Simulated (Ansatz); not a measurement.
Consider the isomerisation: `Cc1ccc(C)nc1` → `Cc1cncc(C)c1`.

Computed with Ansatz on PBE0-D4/def2-TZVP structures; ΔE is electronic, products minus reactants. CCSD(T)/CBS is the MP2 limit (def2-TZVPP, def2-QZVPP) plus CCSD(T) − MP2 in def2-TZVPP, frozen cores. Functionals use def2-TZVPP.

| level | ΔE (kJ/mol) | difference from CCSD(T)/CBS |
| --- | --- | --- |
| PBE-D4 | 6.1 | -0.9 |
| revPBE-D4 | 5.9 | -1.1 |
| BLYP-D4 | 6.4 | -0.6 |
| B97M-V | 7.3 | 0.3 |
| ωB97M-V | 7.2 | 0.2 |
| B2PLYP | 6.8 | -0.2 |
| revPBE | 6.1 | -0.9 |
| r2SCAN | 7.0 | 0.0 |
| r2SCANh | 7.1 | 0.1 |
| HF/def2-SVP | 8.8 | 1.8 |
| HF/def2-TZVPP | 9.1 | 2.1 |
| SCS-MP2/def2-TZVPP | 5.7 | -1.3 |
| CCSD/def2-TZVPP | 6.6 | -0.4 |
| HF/def2-QZVPP | 9.2 | 2.2 |
| HF/CBS(def2) | 9.2 | 2.2 |
| CCSD/CBS(def2) | 7.2 | 0.2 |
| CCSD(T)/CBS | 7.0 | 0 |

Largest T1 diagnostic among the species: 0.011.

Leaving LDA and LC-ωPBE aside and taking each functional with its dispersion term where it has one, the values, not all of them listed here, spread over 1.6 kJ/mol, from revPBE-D4 to BHLYP-D4.
